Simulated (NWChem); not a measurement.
Species: B2H4O4; SMILES OB(O)B(O)O

```xyz
10

B     -0.0818     0.8315     0.0413
O     -1.2325     1.5722    -0.0510
O      1.1790     1.3920     0.1715
B     -0.0852    -0.8933     0.0058
O      1.1157    -1.5661     0.1047
O     -1.2310    -1.6319    -0.1171
H     -1.0944     2.5382    -0.0179
H      1.1999     2.3677     0.1949
H      1.8394    -0.9170     0.1864
H     -1.0176    -2.5861    -0.1158
```
Atoms are numbered in this order, from 1.

Program: NWChem. Pople sets run with spherical d functions. All runs use the structure optimised with PBE-D3(BJ)/def2-SVP. Atomic charges in e: unrestrained fits to the electrostatic potential beside Mulliken populations; buried atoms are poorly determined by the fit.

For level Hartree-Fock/6-31G*:

| Quantity | Value |
|---|---|
| ESP B1 | 0.63 |
| Mulliken B1 | 0.58 |
| ESP O2 | -0.74 |
| Mulliken O2 | -0.74 |
| ESP O3 | -0.81 |
| Mulliken O3 | -0.78 |
| ESP B4 | 0.66 |
| Mulliken B4 | 0.64 |
| ESP O5 | -0.76 |
| Mulliken O5 | -0.78 |

Question: How do the values read with level B3LYP/def2-SVP instead?

Answer: ESP B1: 0.46
Mulliken B1: -0.08
ESP O2: -0.61
Mulliken O2: -0.12
ESP O3: -0.67
Mulliken O3: -0.17
ESP B4: 0.50
Mulliken B4: -0.05
ESP O5: -0.65
Mulliken O5: -0.16
